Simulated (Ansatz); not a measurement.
CH$_{5}$BBrNO, SMILES `COB(N)Br`, relaxed with RKS PBE-D4/def2-SVP in Ansatz 0.2.0 from a rough embedded geometry. The force threshold is 0.03 eV/Å; the program also tests the step.

Charge 0, multiplicity 1.

Start:

```xyz
10

C    -1.047   -1.070    0.571
O    -0.279   -0.988   -0.580
B     0.285    0.357   -0.686
N     1.735    0.650   -0.047
Br   -0.607    1.776   -1.749
H    -1.943   -0.288    0.482
H    -0.488   -0.857    1.493
H    -1.508   -2.027    0.614
H     1.535    1.473    0.661
H     2.316    0.973   -0.759
```

```tsv
step	energy (eV)	largest force (eV/Å)	largest move (Å)
1	-75350.1704	5.712	0.000
2	-75350.8897	1.971	0.107
3	-75351.0509	0.573	0.094
4	-75351.1493	0.414	0.200
5	-75351.2617	0.459	0.187
6	-75351.3418	1.621	0.197
7	-75351.5155	0.941	0.200
8	-75351.6739	0.755	0.200
9	-75351.8036	0.738	0.200
10	-75351.9280	0.560	0.200
11	-75352.0307	0.438	0.200
12	-75352.0766	1.045	0.197
13	-75352.1417	0.170	0.200
14	-75352.1610	0.154	0.126
15 (rejected)	-75352.1553	0.320	0.126
16	-75352.1654	0.076	0.063
17	-75352.1662	0.184	0.098
18	-75352.1820	0.076	0.150
19	-75352.1862	0.329	0.195
20	-75352.1994	0.059	0.122
21	-75352.2021	0.034	0.073
22 (rejected)	-75352.2017	0.175	0.109
23	-75352.2027	0.038	0.047
24 (rejected)	-75352.2024	0.088	0.071
25	-75352.2032	0.021	0.035
26	-75352.2033	0.028	0.041
```

End:

```xyz
10

C    -0.932   -0.984    0.630
O    -1.056    0.035   -0.344
B     0.022    0.787   -0.713
N     1.326    0.640   -0.199
Br   -0.303    2.154   -2.069
H    -1.926   -1.451    0.776
H    -0.590   -0.580    1.611
H    -0.218   -1.778    0.308
H     2.097    1.231   -0.504
H     1.581   -0.054    0.504
```

It took 34 s on 4 threads of a server CPU on a shared host, with 0.19 GiB of host memory at the peak.
